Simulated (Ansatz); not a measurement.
Consider the ligand exchange at the Si–S bond: `N[Si@H](F)S[Si@@H](N)O` + NH₃ → `N[SiH](N)O` + `N[SiH](F)S`.

Gas-phase electronic energies from Ansatz, PBE0-D4/def2-TZVP geometries. CBS: MP2 limit from def2 TZ/QZ plus the TZ coupled-cluster correction, frozen cores. This one scheme is used for every species. DFT in def2-TZVPP. B3LYP here is the variant with VWN-RPA as its local correlation; programs differ in this. Each species was taken in one conformer, which may not be the lowest.

CCSD(T)/CBS gives +11.5 kJ/mol.

Another level gave -0.1 kJ/mol. Which?
A. CCSD(T)/def2-TZVPP
B. B3LYP/def2-TZVPP
C. PBE-D4/def2-TZVPP
D. r2SCAN/def2-TZVPP

B. B3LYP -0.1, PBE-D4 25.9, CCSD(T)/def2-TZVPP 9.5, r2SCAN 14.6 kJ/mol.

Largest T1 diagnostic among the species: 0.012.

The D4 term adds +14.8 kJ/mol with B3LYP and +8.5 kJ/mol with PBE0; it sums over pairs of atoms, weighted by their polarisabilities, and B3LYP, whose exchange is more repulsive, gets the larger term. In def2-TZVPP, CCSD(T) changes the Hartree–Fock value by +25.6 kJ/mol (the triples alone add +6.3 kJ/mol) and MP2 by +30.0 kJ/mol.
